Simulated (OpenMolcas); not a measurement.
**Ir5+ in a point-charge field**

Ir5+ among 3 point charges of -2.4 e arranged as a planar triangle (D3h), 1.79 Å from the ion.

| Item | Value |
| --- | --- |
| Program | OpenMolcas 26.06 |
| Method | SS-CASPT2, IPEA 0.25 Eh, imaginary shift 0.1 Eh (closed shells correlated: 4f 5s 5p) |
| Basis | ANO-RCC-VDZP [7s6p4d2f] |
| Scalar Hamiltonian | DKH2, point nucleus |
| Active space | 4 electrons in 5 orbitals (5d) |
| State averaging | 2S+1 = 5 even, 5 roots; 2S+1 = 3 even, 45 roots; 2S+1 = 1 even, 50 roots |
| Spin-orbit coupling | RASSI with atomic mean-field integrals over the reference wave functions |

The lowest spin-free states (labels of D3, the rotations of D3h), above the lowest:

| State | Degeneracy | E (cm-1) | Free-ion L (%) |
| --- | --- | --- | --- |
| 5E | 2 | 0 | D (100) |
| 3A2 | 1 | 11730 | F (43) |
| 3E | 2 | 12450 | F (38) |
| 3A2 | 1 | 17640 | G (45) |
| 3A1 | 1 | 17640 | G (45) |
| 3E | 2 | 20410 | H (62) |
| 3E | 2 | 20560 | H (53) |
| 3E | 2 | 20680 | H (51) |
| 1E | 2 | 20910 | I (63) |
| 1A1 | 1 | 21010 | I (69) |
| 5E | 2 | 21310 | D (100) |
| 1E | 2 | 21480 | I (46) |
| 3E | 2 | 22480 | F (54) |
| 3A2 | 1 | 22950 | P (72) |
| 1A1 | 1 | 23430 | D (59) |
| 3A1 | 1 | 24670 | G (58) |
| 5A1 | 1 | 26870 | D (100) |
| 3A2 | 1 | 28500 | F (73) |
| 3A1 | 1 | 28600 | F (73) |
| 3E | 2 | 28640 | P (58) |

The lowest levels with spin-orbit coupling:

| E (cm-1) | Degeneracy | Label | 2S+1 | g |
| --- | --- | --- | --- | --- |
| 0 | 1 | A1 | 5 (69 %) |  |
| 2280 | 1 | A2 | 5 (86 %) |  |
| 5160 | 2 | E | 5 (82 %) | 0.00 0.00 0.31 |
| 7920 | 2 | E | 5 (75 %) | 0.00 0.00 3.99 |
| 10960 | 1 | A1 | 5 (81 %) |  |
| 10970 | 1 | A2 | 5 (81 %) |  |
| 13890 | 2 | E | 5 (85 %) | 0.00 0.00 11.64 |
| 17030 | 1 | A1 | 3 (52 %) |  |
| 17100 | 2 | E | 3 (73 %) | 0.00 0.00 2.48 |
| 17450 | 2 | E | 3 (64 %) | 0.00 0.00 4.11 |
| 19940 | 1 | A1 | 3 (74 %) |  |
| 20870 | 1 | A1 | 3 (67 %) |  |
| 21480 | 2 | E | 3 (67 %) | 0.00 0.00 3.00 |
| 22390 | 2 | E | 3 | 0.00 0.00 3.96 |
| 23180 | 1 | A1 | 3 (80 %) |  |
| 23200 | 1 | A2 | 3 (80 %) |  |
| 23570 | 2 | E | 3 (71 %) | 0.00 0.00 2.50 |
| 24660 | 1 | A1 | 3 (63 %) |  |
| 25340 | 1 | A2 | 3 (70 %) |  |
| 25400 | 2 | E | 3 (84 %) | 0.00 0.00 2.38 |

Powder χT (cm3 K/mol): 0 at 2 K, 0.00413 at 10 K, 0.0207 at 50 K, 0.0413 at 100 K, 0.0827 at 200 K, 0.124 at 300 K. The effective moment at 300 K is 2.828 √(χT) = 1.00 μB.

Roots that are degenerate in the reference are averaged as groups; the widest CASPT2 spread within a group is 160 cm-1 (the 2-fold group of multiplicity 5 near 0 cm-1 above the lowest state of its run). Shifts and gaps below about the spread of the groups concerned are not significant. Spin-orbit coupling mixes the spin-free states strongly: the lowest level takes only 66 % from its leading state, 5E. An orbital doublet at a regular site is open to a Jahn-Teller distortion, which this geometry leaves out. This shell can be high or low spin here, a state of another spin lies low, and with metal d orbitals alone active their balance is uncertain, so the ground spin may be wrong. Point charges give a weaker field than real ligands, and real ions of this kind are as a rule low spin; the high spin found here belongs to the model. Free-ion shares, where given, are those of the reference states; single-state CASPT2 does not remix them. This is an electrostatic model: the charges have no orbitals. No measured value stands beside these numbers.

With an even number of electrons the g values are those of a degenerate or nearly degenerate non-Kramers pair.
